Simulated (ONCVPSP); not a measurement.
**thulium, ONCV: configuration errors across variants**

```
Element                 : Tm (Z = 69)
Generator               : ONCVPSP 4.0.1
Type                    : optimised norm-conserving Vanderbilt (ONCV)
Functional              : PBEsol
Relativity              : scalar-relativistic
Frozen core             : [Kr] 4d10 4f12
Valence charge          : 11
Reference configuration : 5s2 5p6 5d1 6s2
Partial waves           : 5s+6s: rc 2.00 bohr, ncon 4, nbas 7, qcut 4.7 1/bohr, 3 projectors, debl 3.5 Ha; 5p: rc 1.70 bohr, ncon 4, nbas 9, qcut 6.5 1/bohr, 3 projectors, debl 3.3 Ha; 5d: rc 3.25 bohr, ncon 5, nbas 9, qcut 5.6 1/bohr, 2 projectors, debl 3 Ha
Local potential         : polynomial inside 1.20 bohr (lpopt 5, dvloc0 4 Ha)
Core correction         : Teter function, fcfact 1.75, rcfact 1.75
```

All-electron excitation energies from the reference (eV): (1) 5s2 5p6 5d1 6s1 7.175; (2) 5s2 5p6 5d1 6s0 20.052; (3) 5s2 5p6 5d1 6s1.5 2.906.

1 further variants failed, have other tests or too few solved ones, and are left out.

Errors AE − PS in meV (a dash: test not solved or not reliable):

```csv
change,(1),(2),(3),bound ghosts,GHOST(+) flags above zero
base,-3.0,-11,-0.9,none,s
p: nbas 7,-3.0,-11,-0.9,none,s
s: qcut 7.2,-2.5,-7.2,-0.8,none,s
"local potential polynomial inside 1.20 bohr (lpopt 5, dvloc0 -1 Ha)",-3.0,-11,-0.9,none,"s, p, d"
s: qcut 6.9; p: qcut 9.5; d: qcut 8.2,-2.7,-2.9,-1.0,none,"s, p"
"core correction Teter function fitted to the true core (icmod 2), fcfact 0.5",-1.8,+7.3,-0.8,none,s
"local potential polynomial inside 1.15 bohr (lpopt 5, dvloc0 3 Ha)",-3.0,-11,-0.9,none,"s, p"
"core correction Teter function, fcfact 3.4, rcfact 1.75",-4.8,-32,-1.2,none,s
```

Give the same row for: s: rc 1.56.

-2.4, -6.9, -0.8; bound ghosts: none; GHOST(+) flags above zero: s.
